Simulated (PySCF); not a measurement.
ClH₃InNO, SMILES [NH2][In]([OH])[Cl]. The structure is a stationary point at PBE-D3(BJ)/def2-SVP. The def2 effective core potentials stand for the cores of In; spin–orbit coupling is left out. The values are those of a single conformer.

All values below come from PySCF with PBE-D3(BJ)/def2-SVP.

Harmonic wavenumbers (cm⁻¹): 95, 107, 120, 211, 278, 345, 494, 578, 624, 808, 848, 1476, 3410, 3515, 3700. Rotational constants (GHz): 4.510, 2.329, 1.541; symmetry number 1.

Question: Work out the zero-point energy and the ideal-gas rigid-rotor harmonic-oscillator thermochemistry at 298.15 K and 1 atm.

Answer: ZPE = ½ Σ hcν = ½ × 16611 cm⁻¹ = 99.35 kJ/mol. H − E(el) = 120.34 kJ/mol. Entropy in J/(mol K): translation 173.74, rotation 114.59, vibration 69.85, total 358.18. G − E(el) = 13.55 kJ/mol. Cp = 98.39 J/(mol K). Modes under 150 cm⁻¹ make the vibrational entropy uncertain.
